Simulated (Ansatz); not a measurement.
A nudged elastic band was laid between two geometries of F3GeHO + H3Si (10 atoms, charge 0, multiplicity 2).

Level of theory: UKS PBE/def2-SVP (Ansatz 0.2.0).

| Item | Value |
| --- | --- |
| movable images | 9 |
| climbing image | yes |
| spring | 5.0 eV/Å² |
| optimiser | quadratic models (default) |
| start path | through a guess of the saddle point |
| force threshold | 0.03 eV/Å |
| iteration limit | 60 |
| end points | relaxed |

First end point:

```xyz
10
Properties=species:S:1:pos:R:3
Ge -0.241 -0.036 -0.190
F -1.274 0.296 1.174
O 1.449 -0.010 0.275
H 1.518 -0.160 1.251
F -0.543 1.146 -1.409
F -0.750 -1.559 -0.834
Si 0.598 -0.169 3.715
H -0.479 -1.213 3.738
H 1.719 -0.476 4.668
H 0.075 1.228 3.870
```

Last end point:

```xyz
10
Properties=species:S:1:pos:R:3
Ge -0.231 0.507 -0.543
F 1.274 0.486 2.438
O 1.421 -0.121 -0.257
H 1.649 0.095 0.680
F -0.881 -0.442 -1.873
F -1.219 0.060 0.878
Si 0.211 -0.239 3.500
H -0.140 -1.594 2.972
H 0.962 -0.358 4.794
H -0.975 0.654 3.669
```

What changes between the two ends?

Bonds broken: Ge1–F2. Bonds formed: F2–Si7. F3GeHO + H3Si becomes F2GeHO + FH3Si.

Give the energies along the band, and the barrier.

The forces met the threshold. The highest image is number 4 of 0 to 10, 33.8 kJ/mol above the first end and 138.7 kJ/mol above the last; the last end lies 104.9 kJ/mol below the first. A vibrational analysis at the climbing image gives one clearly imaginary mode, 306i cm⁻¹, and a faint second one (19i cm⁻¹) that may be numerical noise or a soft torsion: probably a first-order saddle point.

```json
{"image": "0", "path coordinate (Å)": "0.00", "energy (kJ/mol)": "0.0", "Ge1–F2 (Å)": "1.74", "F2–Si7 (Å)": "3.19"}
{"image": "1", "path coordinate (Å)": "1.15", "energy (kJ/mol)": "4.8", "Ge1–F2 (Å)": "1.74", "F2–Si7 (Å)": "3.11"}
{"image": "2", "path coordinate (Å)": "2.30", "energy (kJ/mol)": "9.3", "Ge1–F2 (Å)": "1.74", "F2–Si7 (Å)": "3.11"}
{"image": "3", "path coordinate (Å)": "3.46", "energy (kJ/mol)": "13.8", "Ge1–F2 (Å)": "1.74", "F2–Si7 (Å)": "2.91"}
{"image": "4", "path coordinate (Å)": "4.61", "energy (kJ/mol)": "33.8", "Ge1–F2 (Å)": "1.86", "F2–Si7 (Å)": "2.23"}
{"image": "5", "path coordinate (Å)": "5.68", "energy (kJ/mol)": "-78.1", "Ge1–F2 (Å)": "2.78", "F2–Si7 (Å)": "1.66"}
{"image": "6", "path coordinate (Å)": "6.76", "energy (kJ/mol)": "-84.1", "Ge1–F2 (Å)": "2.89", "F2–Si7 (Å)": "1.66"}
{"image": "7", "path coordinate (Å)": "7.83", "energy (kJ/mol)": "-91.3", "Ge1–F2 (Å)": "3.06", "F2–Si7 (Å)": "1.66"}
{"image": "8", "path coordinate (Å)": "8.90", "energy (kJ/mol)": "-95.3", "Ge1–F2 (Å)": "3.14", "F2–Si7 (Å)": "1.66"}
{"image": "9", "path coordinate (Å)": "9.98", "energy (kJ/mol)": "-102.6", "Ge1–F2 (Å)": "3.20", "F2–Si7 (Å)": "1.66"}
{"image": "10", "path coordinate (Å)": "11.05", "energy (kJ/mol)": "-104.9", "Ge1–F2 (Å)": "3.34", "F2–Si7 (Å)": "1.67"}
```

What is the geometry of the highest image?


```xyz
10
Properties=species:S:1:pos:R:3
Ge 0.107 -0.052 -0.072
F 0.048 -0.095 1.788
O 1.736 0.036 -0.785
H 2.165 -0.843 -0.749
F -0.741 1.380 -0.584
F -0.768 -1.454 -0.655
Si -0.104 -0.002 4.011
H -0.965 -1.140 4.470
H 1.304 -0.116 4.514
H -0.710 1.333 4.319
```

The band took 22 iterations and about 30 core-minutes.

Time of the run: 8.3 min on 4 threads of Arm Neoverse V1 (shared host), peak memory 0.23 GiB.
